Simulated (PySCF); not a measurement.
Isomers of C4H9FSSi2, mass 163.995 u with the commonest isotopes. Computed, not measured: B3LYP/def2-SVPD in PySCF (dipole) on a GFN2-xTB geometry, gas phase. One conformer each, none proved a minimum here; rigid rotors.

Question: Order these by rotational constant C, largest first.
A. `[CH3:1][S:2][SiH2:3][C:4]1=[CH:5][SiH2:6][C@H:7]1[F:8]` with C1–S2–Si3–C4 -60°, S2–Si3–C4–C5 86°
B. `[F:1][C@@H:2]1[CH2:3][CH:4]=[C:5]1[SiH2:6][S:7][SiH3:8]` with C4–C5–Si6–S7 10°, C5–Si6–S7–Si8 -178°
C. `[CH3:1][S:2][SiH2:3][C:4]1=[CH:5][CH2:6][Si@@H:7]1[F:8]` with C1–S2–Si3–C4 -62°, S2–Si3–C4–C5 166°

Answer: C (619.8 MHz), A (567.8 MHz), B (438.8 MHz).

Question: Order these by out-of-plane moment Σ m c² = (Ia + Ib − Ic)/2, smallest first.
A. `[F:1][C@@H:2]1[CH2:3][CH:4]=[C:5]1[SiH2:6][S:7][SiH3:8]` with C4–C5–Si6–S7 10°, C5–Si6–S7–Si8 -178°
B. `[CH3:1][S:2][SiH2:3][C:4]1=[CH:5][CH2:6][Si@@H:7]1[F:8]` with C1–S2–Si3–C4 -62°, S2–Si3–C4–C5 166°
C. `[CH3:1][S:2][SiH2:3][C:4]1=[CH:5][SiH2:6][C@H:7]1[F:8]` with C1–S2–Si3–C4 -60°, S2–Si3–C4–C5 86°

Answer: A (16.09 u·Å²), B (47.14 u·Å²), C (55.75 u·Å²).

Question: Order these by radius of gyration √(Σ m r²/M), smallest first.
A. `[F:1][C@@H:2]1[CH2:3][CH:4]=[C:5]1[SiH2:6][S:7][SiH3:8]` with C4–C5–Si6–S7 10°, C5–Si6–S7–Si8 -178°
B. `[CH3:1][S:2][SiH2:3][C:4]1=[CH:5][SiH2:6][C@H:7]1[F:8]` with C1–S2–Si3–C4 -60°, S2–Si3–C4–C5 86°
C. `[CH3:1][S:2][SiH2:3][C:4]1=[CH:5][CH2:6][Si@@H:7]1[F:8]` with C1–S2–Si3–C4 -62°, S2–Si3–C4–C5 166°

Answer: C (2.293 Å), B (2.401 Å), A (2.668 Å).

```
                    SMILES  point group  Ia (u·Å²)  Ib (u·Å²)  Ic (u·Å²)      κ  μa (D)  μb (D)  μc (D)
    CS[SiH2]C1=CC[Si@@H]1F           C1     279.09     630.53     815.35  -0.69    2.07    1.38    0.66
F[C@@H]1CC=C1[SiH2]S[SiH3]           C1     146.03    1037.75    1151.60  -0.97    0.20    0.73    0.83
 CS[SiH2]C1=C[SiH2][C@H]1F           C1     244.74     756.77     890.01  -0.87    0.37    2.86    0.68
```
